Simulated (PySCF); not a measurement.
## Gas-phase XPS of `CC(F)=[Se]`, computed

Species: C2H3FSe.
SMILES with atom numbers: `[CH3:1][C:2]([F:3])=[Se:4]`

Computed with PySCF 2.14.0, delta-SCF UKS SCAN, pcX-2 on the ionised atom, pcseg-1 elsewhere, spin-free X2C. Binding energies are ΔSCF values: E(core-ionised, relaxed orbitals) − E(ground state) at a fixed geometry, referred to the vacuum level.

Q: What binding energy does each computed site have?

A: 
```json
{"atom(s)": "C1", "bonded to": "C and 3 H", "level": "C 1s", "binding energy (eV)": "291.79", "count": "1"}
{"atom(s)": "F3", "bonded to": "C", "level": "F 1s", "binding energy (eV)": "693.53", "count": "1"}
```

Q: Which photon energy gives electrons from C 1s of C1 a kinetic energy of 150 eV, and what is their de Broglie wavelength?

A: hν = 291.79 + 150 = 441.79 eV, recoil neglected; λ = 12.264 Å/√(E/eV) = 1.00 Å.

The list is incomplete; no value stands for C 1s of C2 (hole states with ⟨S²⟩ of 1 or more are left out). No level of selenium is listed. Isolated species at its PBE0-D3(BJ)/def2-SVP geometry, gas phase.
